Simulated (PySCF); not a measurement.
Input of a response calculation (the driver script's job line, then coordinates in Å):

```
{"job": {"kind": "uv", "xc": "PBE0", "basis": "def2-SVPD", "nstates": 8, "ntriplets": 3}, "charge": 0, "multiplicity": 1}
B     -2.325485     0.339246    -0.099038
C     -0.874685     0.631631     0.350007
Ge     0.310669    -0.685558    -0.559017
C      2.101117    -0.298219    -0.040493
C      3.219497    -0.020554     0.305139
H     -2.759225     0.848948    -1.059796
H     -2.982323    -0.430328     0.489849
H     -0.689800     0.496789     1.417070
H     -0.494491     1.611244     0.055771
H      0.033611    -2.109028    -0.160233
H      0.258476    -0.596831    -2.059546
H      4.203838     0.211975     0.599039
```

Computed with PySCF, TDDFT PBE0/def2-SVPD, vertical, gas phase, core orbitals frozen in the response. Job line and output are in the format of a driver script around the code.

**Question.** What does the script print for it, SCF cycles aside?

**Answer.** 
```
converged SCF energy = -2219.4792273182

Static polarisability (au): isotropic 78.797, principal 62.631 67.617 106.143

Singlet excitations
state   eV       nm        f      main configurations
  1   5.6594    219.1   0.08347   H->L 0.89
  2   5.7107    217.1   0.00017   H-1->L 0.91
  3   5.8541    211.8   0.00031   H-2->L 0.96
  4   6.3903    194.0   0.00231   H-3->L 0.61, H-4->L 0.18
  5   6.4093    193.4   0.00002   H->L+2 0.65, H-1->L+1 0.23
  6   6.6426    186.7   0.00110   H-1->L+1 0.57, H->L+2 0.29
  7   6.6679    185.9   0.00133   H->L+1 0.42, H-1->L+2 0.36
  8   7.1797    172.7   0.11658   H-4->L 0.72, H-3->L 0.24

Triplet excitations (Tamm-Dancoff, eV): 4.9423 5.1479 5.2241
```

One conformer (not necessarily the lowest) at the GFN2-xTB geometry, without solvent, vibrations or thermal averaging. Relativistic effects, spin–orbit coupling among them, are left out although an element past zinc is present.

H and L stand for HOMO and LUMO.

The values belong to the conformer `[BH2:1][CH2:2][GeH2:3][C:4]#[CH:5]`: B1–C2–Ge3–C4 179°.
